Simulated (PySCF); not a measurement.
I$_{3}$Zr (SMILES [I][Zr]([I])[I]), doublet, geometry from GFN2-xTB (such geometries of metal compounds can be far from the true shape) (the multiplicity is a formal guess) (all electrons, no relativity); R2SCAN/3-21G (PySCF).

The PySCF input:
```python
from pyscf import gto, scf, dft

mol = gto.M(
    atom='''
Zr   -0.36838690    0.35251267    0.73412604
I    -1.91094093   -1.65624311   -0.43739609
I     0.06579663    2.21046464   -1.30217845
I     2.12317215   -0.82026883    1.18551715
''',
    basis='3-21g',
    spin=1,
    verbose=4,
)

mf = dft.UKS(mol)
mf.xc = 'r2scan'
mf.kernel()
mf.analyze()
```

What the program printed (banner, timings and long lists left out):

```
PySCF version 2.14.0

[INPUT] verbose = 4
[INPUT] num. atoms = 4
[INPUT] num. electrons = 199
[INPUT] charge = 0
[INPUT] spin (= nelec alpha-beta = 2S) = 1
[INPUT] symmetry False subgroup None
[INPUT] Mole.unit = angstrom
[INPUT] Symbol           X                Y                Z      unit          X                Y                Z       unit  Magmom
[...]
nuclear repulsion = 2213.16550413939
number of shells = 53
number of NR pGTOs = 324
number of NR cGTOs = 129
basis = 3-21g
ecp = {}

******** <class 'pyscf.dft.uks.UKS'> ********
method = UKS
initial guess = minao
damping factor = 0
level_shift factor = 0
DIIS = <class 'pyscf.scf.diis.CDIIS'>
diis_start_cycle = 1
diis_space = 8
diis_damp = 0
SCF conv_tol = 1e-09
SCF conv_tol_grad = None
SCF max_cycles = 50
direct_scf = True
direct_scf_tol = 1e-13
number electrons alpha = 100  beta = 99
XC library pyscf.dft.libxc version 7.1.2
    S. Lehtola, C. Steigemann, M. J. T. Oliveira, and M. A. L. Marques,  SoftwareX 7, 1–5 (2018)
XC functionals = r2scan
    J. W. Furness, A. D. Kaplan, J. Ning, J. P. Perdew, and J. Sun,  J. Phys. Chem. Lett. 11, 8208–8215 (2020)
    J. W. Furness, A. D. Kaplan, J. Ning, J. P. Perdew, and J. Sun,  J. Phys. Chem. Lett. 11, 9248–9248 (2020)
    J. W. Furness, A. D. Kaplan, J. Ning, J. P. Perdew, and J. Sun,  J. Phys. Chem. Lett. 11, 8208–8215 (2020)
    J. W. Furness, A. D. Kaplan, J. Ning, J. P. Perdew, and J. Sun,  J. Phys. Chem. Lett. 11, 9248–9248 (2020)
radial grids:
    Treutler-Ahlrichs [JCP 102, 346 (1995); DOI:10.1063/1.469408] (M4) radial grids

becke partition: Becke, JCP 88, 2547 (1988); DOI:10.1063/1.454033
pruning grids: <function nwchem_prune>
grids dens level: 3
symmetrized grids: False
atomic radii adjust function: <function treutler_atomic_radii_adjust>
small_rho_cutoff = 0
Set gradient conv threshold to 3.16228e-05
tot grids = 88264
init E= -24136.9724942309

cycle= 1 E= -24193.7703446081  delta_E= -56.8  |g|= 0.236  |ddm|= 2.41
cycle= 2 E= -24193.7097163927  delta_E= 0.0606  |g|= 0.307  |ddm|= 1.05
cycle= 3 E= -24193.6446365862  delta_E= 0.0651  |g|= 0.477  |ddm|= 1.11
cycle= 4 E= -24193.797221336  delta_E= -0.153  |g|= 0.114  |ddm|= 0.434
cycle= 5 E= -24193.8080497009  delta_E= -0.0108  |g|= 0.0089  |ddm|= 0.16
cycle= 6 E= -24193.8080978002  delta_E= -4.81e-05  |g|= 0.00409  |ddm|= 0.0183
cycle= 7 E= -24193.8081146162  delta_E= -1.68e-05  |g|= 0.000448  |ddm|= 0.00834
cycle= 8 E= -24193.8081152262  delta_E= -6.1e-07  |g|= 0.000118  |ddm|= 0.00324
cycle= 9 E= -24193.8081152358  delta_E= -9.51e-09  |g|= 0.000101  |ddm|= 0.000599
cycle= 10 E= -24193.8081152482  delta_E= -1.24e-08  |g|= 1.15e-05  |ddm|= 0.00028
cycle= 11 E= -24193.8081152485  delta_E= -2.91e-10  |g|= 1.69e-06  |ddm|= 4.42e-05
Extra cycle  E= -24193.8081152486  delta_E= -1.09e-10  |g|= 3.87e-06  |ddm|= 2.37e-05
converged SCF energy = -24193.8081152486  <S^2> = 0.76082469  2S+1 = 2.0107956
**** SCF Summaries ****
Total Energy =                      -24193.808115248571994
Nuclear Repulsion Energy =            2213.165504139386485
One-electron Energy =               -37726.052167355839629
Two-electron Energy =                11319.078547967879786
Two-electron Coulomb Energy =        11960.189244439150571
DFT Exchange-Correlation Energy =     -641.110696471271240
**** MO energy ****
                             alpha | beta                alpha | beta
[...]
To work with the spin densities directly, `use mulliken_meta_spin()` only printing them here.

 ** Mulliken spin pop alpha/beta on meta-lowdin orthogonal AOs **
 ** Mulliken Spin Density (per AO)  **
spin_pop of  0 Zr 1s        0.00000
spin_pop of  0 Zr 2s        0.00000
spin_pop of  0 Zr 3s        0.00001
spin_pop of  0 Zr 4s        0.00002
spin_pop of  0 Zr 5s        0.13268
spin_pop of  0 Zr 6s        0.00107
spin_pop of  0 Zr 2px      -0.00000
spin_pop of  0 Zr 2py      -0.00000
spin_pop of  0 Zr 2pz      -0.00000
spin_pop of  0 Zr 3px      -0.00000
spin_pop of  0 Zr 3py      -0.00000
[...]
spin_pop of  0 Zr 5dx2-y2    0.00009
spin_pop of  1 I 1s        0.00000
spin_pop of  1 I 2s        0.00000
spin_pop of  1 I 3s        0.00000
spin_pop of  1 I 4s        0.00000
spin_pop of  1 I 5s        0.00149
spin_pop of  1 I 6s        0.00082
spin_pop of  1 I 2px      -0.00000
spin_pop of  1 I 2py      -0.00000
spin_pop of  1 I 2pz      -0.00000
spin_pop of  1 I 3px      -0.00000
spin_pop of  1 I 3py      -0.00000
spin_pop of  1 I 3pz      -0.00000
spin_pop of  1 I 4px      -0.00001
spin_pop of  1 I 4py      -0.00001
spin_pop of  1 I 4pz      -0.00001
spin_pop of  1 I 5px      -0.01530
spin_pop of  1 I 5py      -0.02170
spin_pop of  1 I 5pz      -0.00998
spin_pop of  1 I 6px       0.00036
spin_pop of  1 I 6py       0.00012
spin_pop of  1 I 6pz       0.00006
spin_pop of  1 I 3dxy      0.00000
spin_pop of  1 I 3dyz      0.00000
spin_pop of  1 I 3dz^2     0.00000
spin_pop of  1 I 3dxz      0.00000
spin_pop of  1 I 3dx2-y2    0.00000
spin_pop of  1 I 4dxy      0.00000
spin_pop of  1 I 4dyz      0.00000
spin_pop of  1 I 4dz^2     0.00000
spin_pop of  1 I 4dxz      0.00000
spin_pop of  1 I 4dx2-y2    0.00000
spin_pop of  2 I 1s        0.00000
spin_pop of  2 I 2s        0.00000
spin_pop of  2 I 3s        0.00000
spin_pop of  2 I 4s        0.00000
spin_pop of  2 I 5s        0.00150
spin_pop of  2 I 6s        0.00082
spin_pop of  2 I 2px      -0.00000
spin_pop of  2 I 2py      -0.00000
spin_pop of  2 I 2pz      -0.00000
spin_pop of  2 I 3px      -0.00000
spin_pop of  2 I 3py      -0.00000
spin_pop of  2 I 3pz      -0.00000
spin_pop of  2 I 4px      -0.00001
spin_pop of  2 I 4py      -0.00001
spin_pop of  2 I 4pz      -0.00001
spin_pop of  2 I 5px      -0.01438
spin_pop of  2 I 5py      -0.01668
spin_pop of  2 I 5pz      -0.01578
spin_pop of  2 I 6px       0.00003
spin_pop of  2 I 6py       0.00045
spin_pop of  2 I 6pz       0.00006
spin_pop of  2 I 3dxy      0.00000
spin_pop of  2 I 3dyz      0.00000
spin_pop of  2 I 3dz^2     0.00000
spin_pop of  2 I 3dxz      0.00000
spin_pop of  2 I 3dx2-y2    0.00000
spin_pop of  2 I 4dxy      0.00000
spin_pop of  2 I 4dyz      0.00000
spin_pop of  2 I 4dz^2     0.00000
spin_pop of  2 I 4dxz      0.00000
spin_pop of  2 I 4dx2-y2    0.00000
spin_pop of  3 I 1s        0.00000
spin_pop of  3 I 2s        0.00000
spin_pop of  3 I 3s        0.00000
spin_pop of  3 I 4s        0.00000
spin_pop of  3 I 5s        0.00149
spin_pop of  3 I 6s        0.00082
spin_pop of  3 I 2px      -0.00000
spin_pop of  3 I 2py      -0.00000
spin_pop of  3 I 2pz      -0.00000
spin_pop of  3 I 3px      -0.00000
spin_pop of  3 I 3py      -0.00000
spin_pop of  3 I 3pz      -0.00000
spin_pop of  3 I 4px      -0.00001
spin_pop of  3 I 4py      -0.00001
spin_pop of  3 I 4pz      -0.00000
spin_pop of  3 I 5px      -0.02515
spin_pop of  3 I 5py      -0.01707
spin_pop of  3 I 5pz      -0.00466
spin_pop of  3 I 6px       0.00021
spin_pop of  3 I 6py       0.00003
spin_pop of  3 I 6pz       0.00030
spin_pop of  3 I 3dxy      0.00000
spin_pop of  3 I 3dyz      0.00000
spin_pop of  3 I 3dz^2     0.00000
spin_pop of  3 I 3dxz      0.00000
spin_pop of  3 I 3dx2-y2    0.00000
spin_pop of  3 I 4dxy      0.00000
spin_pop of  3 I 4dyz      0.00000
spin_pop of  3 I 4dz^2     0.00000
spin_pop of  3 I 4dxz      0.00000
spin_pop of  3 I 4dx2-y2    0.00000
 ** Mulliken Spin Density (per atom)  **
spin density of  0 Zr =      1.13215
spin density of  1 I =     -0.04413
spin density of  2 I =     -0.04398
spin density of  3 I =     -0.04404
 ** Mulliken pop alpha/beta on meta-lowdin orthogonal AOs **
 ** Mulliken pop       alpha | beta **
In total           100.00000 | 99.00000
 ** Mulliken atomic charges   ( Nelec_alpha | Nelec_beta ) **
charge of  0Zr =      0.66662  (    20.23277     19.10062 )
charge of  1I =     -0.22217  (    26.58902     26.63315 )
charge of  2I =     -0.22225  (    26.58914     26.63311 )
charge of  3I =     -0.22220  (    26.58908     26.63312 )
Dipole moment(X, Y, Z, Debye): -1.39969,  1.33863,  2.78836
```
